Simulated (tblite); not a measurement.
Species: C7H10FP.
SMILES with atom numbers: `[CH3:1][CH2:2][c:3]1[pH:4][c:5]([F:6])[cH:7][c:8]1[CH3:9]` (hydrogens: H10, H11, H12 on C1; H13, H14 on C2; H15 on P4; H16 on C7; H17, H18, H19 on C9)

Structure optimised with GFN2-xTB, isolated species.

**Question.** List the bond lengths, angles and torsions at this level.

**Answer.** 
```csv
bond,length (Å)
C1–C2,1.522
C2–C3,1.500
C3–P4,1.822
P4–C5,1.816
C5–F6,1.344
C5–C7,1.342
C7–C8,1.446
C8–C9,1.495
C3–C8,1.355
"C1–H10, C1–H11, C1–H12",1.089
"C2–H13, C2–H14",1.095
P4–H15,1.398
C7–H16,1.077
"C9–H17, C9–H18, C9–H19",1.088
```

Bonds in one row agree within 0.01 Å and their mean is given. A selection of angles:
```csv
angle,degrees
C2–C1–H10,110.2
C2–C1–H12,110.7
H10–C1–H11,108.5
C1–C2–C3,112.4
C1–C2–H13,109.2
C3–C2–H13,109.3
H13–C2–H14,107.3
C2–C3–P4,122.1
C2–C3–C8,126.2
P4–C3–C8,111.5
C3–P4–C5,87.8
C3–P4–H15,96.5
C5–P4–H15,95.4
P4–C5–F6,122.2
P4–C5–C7,113.0
F6–C5–C7,124.5
C5–C7–C8,112.9
C5–C7–H16,124.7
C8–C7–H16,122.4
C7–C8–C9,119.8
C3–C8–C7,114.2
C3–C8–C9,126.0
C8–C9–H17,111.5
C8–C9–H18,110.0
H17–C9–H18,108.7
H18–C9–H19,107.8
```

Dihedral angles: C1–C2–C3–P4 13° (synperiplanar). The mirror-image conformer, all signs reversed, is as good.

The 6 C–C bonds span 1.342 Å (C5–C7, drawn aromatic) to 1.522 Å (C1–C2, drawn single), a spread of 0.180 Å. The 5-membered ring C3–P4–C5–C7–C8 has internal angles of 87.8° to 114.2°; it is slightly puckered (a soft mode that the optimisation may not have finished), 0.04 Å rms from its mean plane, widest ring torsion 8°. Of the pairs four or more bonds apart, P4···H10 is among the closest relative to their van der Waals radii: 2.78 Å, 93 % of the sum of Bondi's values. P4 (ring phosphorus) is pyramidal (angles 96.5°, 95.4° and 87.8°, sum 279.7°, 0.88 Å off the plane of its three neighbours).

Point group: C1 (no symmetry element, even within 0.4 Å). GFN2-xTB frequencies show an imaginary mode (35i cm⁻¹), so the point is no minimum at that level.

The numbers are calculated, not measured.
